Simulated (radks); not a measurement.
Task: Radial electron density D(r) = 4 pi r^2 rho(r) of an atom or ion with 30 electrons. Method: non-relativistic Kohn-Sham, LDA (Slater exchange, Perdew-Wang correlation), spin-polarised, spherical densities, point nucleus; computed with a radial shooting solver on a logarithmic mesh with Libxc functionals.

r (bohr)  D(r) (e/bohr)
0.003297          2.061
0.004363          3.386
0.005726          5.376
0.007516          8.321
0.009866          12.46
0.01295           17.86
0.017             24.19
0.02249           30.64
0.02952           35.13
0.03875           36.12
0.05086           33.40
0.06676           29.73
0.08763           29.86
0.115             35.61
0.1522            41.46
0.1998            38.24
0.2622            27.01
0.3442            19.65
0.4517            21.92
0.5929            24.43
0.7845            19.03
1.03              10.51
1.352             4.787
1.774             2.333
2.329             1.319
3.057            0.6943
4.044            0.2627
5.309           0.06391
6.968          0.008403
9.146         0.0005080

What is the nuclear charge?

Result: Z = 30. The innermost maximum, from 1s, lies near 1/Z = 0.0333 bohr (found: 0.0361), and its height grows with Z. The density is that of neutral zinc in [Ar] 3d10 4s2; the configuration itself is not fixed sharply by these data, and Z only to about a unit. D(r) has 3 maxima, at r = 0.0361, 0.161, 0.574 bohr, and minima at 0.0765, 0.361 bohr, inside which lie 2.10, 10.91 electrons.
